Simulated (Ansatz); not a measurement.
CH4F2GeN (`C[NH][Ge]([F])[F]`) radical, relaxed with UKS PBE0-D4/def2-TZVP in Ansatz 0.2.0 from a PBE-D4/def2-SVP geometry. The force threshold is 0.005 eV/Å; the program also tests the step.

Total charge 0; spin multiplicity 2.

Start:

```xyz
9

C     0.314   -1.098   -0.458
N     0.591    0.259   -0.017
Ge   -0.816    1.505    0.173
F    -0.240    2.624    1.420
F    -2.025    0.493    0.986
H     1.110   -1.776   -0.078
H     0.272   -1.230   -1.564
H    -0.650   -1.431   -0.027
H     1.444    0.654   -0.435
```

Q: By how much does the energy fall, and how many steps does the optimiser take? (An estimate is asked.)

A: Ansatz gave: 7.04 kJ/mol, in 8 steps.

Q: Which bonds change most? (An estimate is asked.)

A: Ansatz gave: N2–Ge3 from 1.889 to 1.842 Å; Ge3–F5 from 1.775 to 1.742 Å; Ge3–F4 from 1.771 to 1.740 Å; C1–H7 from 1.115 to 1.095 Å.

Q: Give the relaxed structure. (An estimate is asked.)

A: Computed: 
```xyz
9

C     0.322   -1.108   -0.485
N     0.555    0.222    0.046
Ge   -0.827    1.432    0.190
F    -0.222    2.664    1.259
F    -2.033    0.572    1.107
H     1.117   -1.774   -0.135
H     0.299   -1.155   -1.579
H    -0.623   -1.492   -0.100
H     1.410    0.639   -0.303
```
